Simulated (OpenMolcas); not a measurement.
## Pd4+: moving or changing the point charges

Pd4+ among 2 point charges of -2.5 e arranged as a linear pair (D∞h), 2.07 Å from the ion.
```
   0.0000    0.0000    2.0700  -2.50
   0.0000    0.0000   -2.0700  -2.50
```

```json
{
 "Program": "OpenMolcas",
 "Method": "CASSCF",
 "Basis": "ANO-RCC-VDZP [6s5p3d1f]",
 "Scalar Hamiltonian": "DKH2, point nucleus",
 "Active space": "6 electrons in 5 orbitals (4d)",
 "State averaging": "2S+1 = 5 even, 5 roots; 2S+1 = 3 even, 45 roots; 2S+1 = 1 even, 50 roots",
 "Spin-orbit coupling": "state interaction with AMFI integrals over the reference wave functions"
}
```

Runs around this geometry, states (labels by Λ). Energies in cm-1 above the lowest state or level, χT in cm3 K/mol.

```tsv
R (Å)	q (e)	Ground state	First state of that spin	First gap with spin-orbit (degeneracies)	χT at 300 K	First state of another spin
2.07	-1.62	5Δ	5Π 8056	923.1 (2, 2)	4.955	3Φ 21295
1.99	-2.5	5Δ	5Π 13866	974.5 (2, 2)	4.915	3Σ 18974
2.07	-2.5	5Δ	5Π 12472	965.1 (2, 2)	4.922	3Φ 20083
2.26	-2.5	5Δ	5Π 9813	942.0 (2, 2)	4.940	3Φ 21204
```

Taking the first state of the same spin as R^-n, n = -ln(9813 / 13866) / ln(2.26 / 1.99) = 2.7 between the shortest and longest distance.

Scaling the charges by -1.62 / -2.5 = 0.65 scales the first state of the same spin by 8056 / 12472 = 0.65; with fixed orbitals a first-order splitting would follow the charge.

Without dynamic correlation the repulsion within the d shell is too large (B by tens of per cent), so at a given field states of lower spin stand too high. Point charges give a weaker field than real ligands, and real ions of this kind are as a rule low spin; the high spin found here belongs to the model. Point charges carry no covalency, so the field is a model and not that of real ligands. No measured value stands beside these numbers.
